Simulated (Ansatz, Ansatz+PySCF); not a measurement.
```csv
atom,x (Å),y (Å),z (Å)
H,1.5000,0.0000,0.0000
H,0.7500,1.2990,0.0000
H,-0.7500,1.2990,0.0000
H,-1.5000,0.0000,0.0000
H,-0.7500,-1.2990,0.0000
H,0.7500,-1.2990,0.0000
```

Basis set: cc-pVDZ (spherical functions). All electrons are correlated. Charge 0, multiplicity 1.

Computed with Ansatz (development build ahead of 0.2.0); each method stands on the lowest determinant of its kind that the runs found. Restricted open shells among the atoms or ions are ROHF, correlated in semicanonical orbitals with singles. Restricted functionals stand beside restricted open-shell atoms, which can lie above the unrestricted atoms usual in DFT and then raise those values.

The atomization energy at this shape (free ground-state atoms in the same class of orbitals less the molecule, no zero-point energy) of singlet H₆:

```json
{"method": "PBE (restricted)", "atomization energy": "6.98 eV"}
{"method": "PBE0 (unrestricted)", "atomization energy": "6.24 eV"}
{"method": "ωB97X (restricted)", "atomization energy": "6.04 eV"}
{"method": "RHF-CCSDT(Q)", "atomization energy": "6.02 eV"}
{"method": "RHF-CCSD(T)", "atomization energy": "6.01 eV"}
{"method": "UHF-CCSDT(Q)", "atomization energy": "5.99 eV"}
{"method": "UHF-CCSD(T)", "atomization energy": "5.72 eV"}
{"method": "RHF-MP2", "atomization energy": "4.66 eV"}
{"method": "UHF-MP2", "atomization energy": "3.92 eV"}
{"method": "UHF", "atomization energy": "2.71 eV"}
{"method": "RHF", "atomization energy": "1.56 eV"}
```

Problem. What does r²SCAN (unrestricted) give?

Solution. 6.80 eV. Caution for RHF-CCSDT(Q), RHF-CCSD(T), RHF-MP2, RHF: an unrestricted determinant lies well below. Caution for RHF-CCSDT(Q), RHF-CCSD(T), UHF-CCSDT(Q), UHF-CCSD(T), RHF-MP2, UHF-MP2: bonds are stretched, where a single reference can fail. Caution for UHF-CCSDT(Q), UHF-CCSD(T), UHF-MP2, UHF: the determinant breaks the point group; the unrestricted determinant is a mixture of spin states. Caution for UHF-CCSD(T), UHF-MP2: another reference gives a lower total. Caution for UHF-CCSD(T): the program doubts this total.
